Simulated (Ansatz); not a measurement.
Two isomers of C2H9NOSi: A = `COCN[SiH3]`, B = `C[SiH2]C(N)O`.

Isolated molecules relaxed with PBE0-D4/def2-TZVP in Ansatz; ΔE leaves out vibrations. CBS: MP2 limit from def2 TZ/QZ plus the TZ coupled-cluster correction, frozen cores. Functionals use def2-TZVPP. B3LYP here is the variant with VWN-RPA as its local correlation; programs differ in this. Each species was taken in one conformer, which may not be the lowest.

**Question.** Which isomer does CCSD(T)/CBS put lower? Give the gap. (An estimate is asked.)

**Answer.** Computed: B, by 15.2 kJ/mol.

**Question.** Give E(B) − E(A) in kJ/mol with ωB97M-V, MP2/def2-TZVPP, B3LYP, B2PLYP, CCSD/def2-TZVPP, BLYP-D4, B3LYP-D4. (Estimate.)

**Answer.** Ansatz gave: ωB97M-V -15.3, MP2/def2-TZVPP -12.4, B3LYP -8.7, B2PLYP -8.8, CCSD/def2-TZVPP -8.2, BLYP-D4 -10.0, B3LYP-D4 -8.2. None reverses the order clearly.

**Question.** Does the order hold for the free energy at 298.15 K (harmonic terms from PBE0-D4)? (Best estimate.)

**Answer.** The calculation gave: Yes: G(B) − G(A) = -14.7 kJ/mol, for one conformer each. Modes under 60 cm⁻¹, often nearly free rotors, make the harmonic entropy too high.

Largest T1 diagnostic: 0.011.

From PBE to PBE0 (25 % exact exchange), in def2-TZVPP and without D4, E(B) − E(A) moves by +3.5 kJ/mol. In def2-TZVPP, CCSD(T) changes the Hartree–Fock value by −20.9 kJ/mol (the triples alone add −2.0 kJ/mol) and MP2 by −23.2 kJ/mol.
